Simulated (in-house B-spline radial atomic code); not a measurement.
A fraction x of an electron is removed from 4p in Cd⁴⁺, starting from [Kr] 4d8 and keeping the highest spin. Computed with a radial B-spline atomic code at the basis-set limit: scalar-relativistic (X2C) BHandHLYP, spin-polarised, spherical fractional occupations, Fermi nucleus of rms radius 4.6087 fm.

Caution: exact exchange at fractional occupations of open shells leaves self-interaction of up to several eV.

| x | E(x) - E(0) (eV) | 4p down level (eV) |
| --- | --- | --- |
| 0 | 0.0000 | -127.378 |
| 0.13 | 16.6844 | -129.307 |
| 0.31 | 40.2015 | -132.000 |
| 0.41 | 53.4768 | -133.507 |
| 0.5 | 65.5538 | -134.871 |
| 0.55 | 72.3164 | -135.631 |
| 0.71 | ? | ? |
| 0.85 | ? | ? |
| 0.93 | 124.9625 | -141.471 |
| 1 | 134.9035 | -142.558 |

Question: What belongs in the row x = 0.71?

Answer: An energy change of 94.2128 eV; 4p down at -138.077 eV.

Question: What belongs in the row x = 0.85?

Answer: An energy change of 113.6943 eV; 4p down at -140.233 eV.

Question: Check Janak's theorem between x = 0.13 and 0.31.

Answer: The slope of the energy is 130.65 eV; the orbital levels give 130.65 eV (-ε of the emptying orbital, averaged over the two points).
